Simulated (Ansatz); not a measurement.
Frontier orbitals of CH6ClNOSi, SMILES `N[SiH2]C(O)Cl`.

Z-matrix (Å, degrees):
```
Si
C 1 1.897
N 1 1.726 2 101.7
H 1 1.487 2 110.6 3 -112.6
H 1 1.484 2 110.4 3 124.8
Cl 2 1.851 1 103.9 3 -74.7
O 2 1.372 1 111.3 3 45.2
H 2 1.088 1 117.5 3 171.4
H 3 1.009 1 119.0 2 75.4
H 3 1.007 1 119.3 2 -143.5
H 7 0.970 2 107.1 1 -34.6
```

The species carries charge 0 and has multiplicity 1. The structure was optimised at the PBE0-D4/def2-TZVP level. It is one conformer, not always the lowest. Basis def2-TZVPP, Ansatz.

```json
{"functional": "PBE", "HOMO (eV)": "-6.34", "LUMO (eV)": "-0.94", "gap (eV)": "5.40"}
{"functional": "revPBE", "HOMO (eV)": "-6.28", "LUMO (eV)": "-0.84", "gap (eV)": "5.44"}
{"functional": "r2SCAN", "HOMO (eV)": "-6.64", "LUMO (eV)": "-0.60", "gap (eV)": "6.04"}
{"functional": "PBE0", "HOMO (eV)": "-7.71", "LUMO (eV)": "-0.06", "gap (eV)": "7.65"}
{"functional": "BHLYP", "HOMO (eV)": "-9.01", "LUMO (eV)": "0.71", "gap (eV)": "9.72"}
{"functional": "LC-ωPBE", "HOMO (eV)": "-10.43", "LUMO (eV)": "2.09", "gap (eV)": "12.52"}
{"functional": "ωB97M-V", "HOMO (eV)": "-9.97", "LUMO (eV)": "1.54", "gap (eV)": "11.51"}
```

From PBE to PBE0 the HOMO moves by −1.36 eV and the LUMO by +0.88 eV, and with ωB97M-V by −3.62 and +2.48 eV, so the gap grows from 5.40 to 11.50 eV with exact exchange. A positive LUMO is unbound and depends on the basis.

LC-ωPBE has ω = 0.4 bohr⁻¹.
